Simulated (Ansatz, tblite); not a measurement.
Cost and result up the ladder for [TcNF4]2- (TcNF4²⁻) (6 atoms). Charge -2, multiplicity 1. Geometry: r2SCAN-D4/def2-SVPD.

```xyz
6

Tc   -0.007    0.118   -0.116
N    -0.071    1.272   -1.252
F     1.176    0.754    1.395
F     1.541   -1.116   -0.525
F    -1.137   -1.449   -0.710
F    -1.502    0.421    1.210
```

Ansatz on 4 threads of Arm Neoverse V2 on a shared host; xTB runs through tblite on one thread. Times are rough, summed over both states, and most runs start from the orbitals of an earlier one. ωB97M-V/def2-TZVPD serves as the yardstick here, not as an exact answer. The other state is a triplet at its own geometry.

In the def2 sets Tc takes a core potential; there is no spin–orbit coupling. The xTB rows come from tblite. B3LYP takes the VWN-RPA correlation. A multiply charged anion in the gas phase is held together partly by the finite basis.

Run but left out: HF/STO-3G, PBE-QIDH/def2-TZVPD (singlet: restricted singlet, unstable in another Hartree–Fock run and untested here).

xTB has no spin-polarisation term.

| level | functions | wall time | triplet − singlet (eV) | difference from ωB97M-V/def2-TZVPD (eV) | remarks |
| --- | --- | --- | --- | --- | --- |
| GFN2-xTB | 29 | 0.006 s | 1.40 | 0.57 | – |
| GFN1-xTB | 29 | 0.008 s | 1.21 | 0.38 | – |
| PBE-D4/def2-TZVPD | 237 | 6.2 s | 0.58 | -0.26 | HOMO above zero (singlet), HOMO above zero (triplet) |
| revPBE-D4/def2-TZVPD | 237 | 6.4 s | 0.55 | -0.29 | HOMO above zero (singlet), HOMO above zero (triplet) |
| PBE0-D4/def2-TZVPD | 237 | 11 s | 0.66 | -0.18 | HOMO above zero (singlet), HOMO above zero (triplet) |
| B3LYP-D4/def2-TZVPD | 237 | 12 s | 0.73 | -0.11 | HOMO above zero (singlet), HOMO above zero (triplet) |
| r2SCAN-D4/def2-TZVPD (with forces) | 237 | 14 s | 0.50 | -0.33 | HOMO above zero (singlet), HOMO above zero (triplet) |
| r2SCANh-D4/def2-TZVPD | 237 | 18 s | 0.53 | -0.31 | HOMO above zero (singlet), HOMO above zero (triplet) |
| ωB97M-V/def2-TZVPD | 237 | 31 s | 0.83 | 0.00 | HOMO above zero (singlet), HOMO above zero (triplet) |
